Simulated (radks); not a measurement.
Problem. The tellurium ion Te+, 51 electrons, occupied as [Kr] 4d9 5s2 5p3 6s1 (not the ground configuration). Method: scalar-relativistic Kohn-Sham, BLYP, spin-polarised, spherical densities, point nucleus; open shells are filled with parallel spins first (spin-orbit coupling, left out, can overturn this in heavy ions); computed with a radial shooting solver on a logarithmic mesh with Libxc functionals. Some entries of the table are withheld. Estimate them.

| orbital | occ. | eigenvalue (hartree) | <r> (bohr) | <1/r> (bohr^-1) |
|---|---|---|---|---|
| 1s up | 1 | -1163.360 | 0.02781 | 55.58 |
| 1s down | 1 | -1163.356 | 0.02781 | 55.58 |
| 2s up | 1 | -179.1242 | 0.1198 | 12.72 |
| 2s down | 1 | -179.1100 | 0.1198 | 12.72 |
| 2p up | 3 | -160.8948 | 0.1047 | 12.19 |
| 2p down | 3 | -160.8817 | 0.1047 | 12.19 |
| 3s up | 1 | -36.29557 | 0.3222 | 4.545 |
| 3s down | 1 | -36.28565 | 0.3221 | 4.545 |
| 3p up | 3 | -30.37254 | 0.3202 | 4.323 |
| 3p down | 3 | -30.36129 | 0.3202 | 4.323 |
| 3d up | 5 | -21.41801 | 0.2967 | 4.089 |
| 3d down | 5 | -21.40324 | 0.2967 | 4.089 |
| 4s up | 1 | -6.82610 | 0.7606 | 1.833 |
| 4s down | 1 | -6.77816 | 0.7606 | 1.833 |
| 4p up | 3 | -4.97732 | 0.8146 | 1.678 |
| 4p down | 3 | -4.92936 | 0.8143 | 1.678 |
| 4d up | 5 | -2.27382 | 0.9498 | 1.397 |
| 4d down | 4 | -2.22367 | 0.9471 | 1.400 |
| 5s up | 1 | (1) | 1.920 | 0.6791 |
| 5s down | 1 | (2) | 1.927 | 0.6796 |
| 5p up | 3 | -0.69666 | 2.268 | 0.5688 |
| 5p down | 0 | -0.61953 | 2.310 | 0.5602 |
| 6s up | 1 | -0.25369 | 4.785 | 0.2653 |

Solution. 
(1) 5s up eigenvalue (hartree): -1.10146
(2) 5s down eigenvalue (hartree): -1.02093
